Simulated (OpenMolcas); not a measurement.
Computed levels of 4s2 4p in ions with 31 electrons, in cm-1 above 2P* 1/2.

```
Program             : OpenMolcas 26.06
Method              : CASSCF
Basis               : ANO-RCC-VQZP
Scalar Hamiltonian  : DKH2, point nucleus
Spin-orbit coupling : state interaction with AMFI integrals over the reference wave functions, term energies averaged over their components
```

Active space for each ion: 3 electrons in 4 orbitals (4s 4p).

| Level | As2+ | Se3+ | Kr5+ |
| --- | --- | --- | --- |
| 2P* 3/2 | 2561 | 3832 | 7247 |

Q: Estimate 2P* 3/2 for Br4+ from its neighbours Se3+ and Kr5+.

A: 2P* 3/2 is fine structure, which grows about as the fourth power of a screened charge, so the fourth roots are averaged: ((3832^0.25 + 7247^0.25) / 2)^4 = 5337. The calculation gives 5384, so the estimate is off by -0.9 %; the measured value is 6090 (Moore, Atomic Energy Levels, vol. II, NSRDS-NBS 35 (1971 reprint of NBS Circular 467, 1952)).

Measured partners are found by configuration, term and J. A level has none where our copy of the source lacks it or the pairing is in doubt (some pairs that miss far off the trend of their configuration count as doubtful), and it then counts in no deviation. Levels of configurations outside the active space are missing.

* marks odd parity.
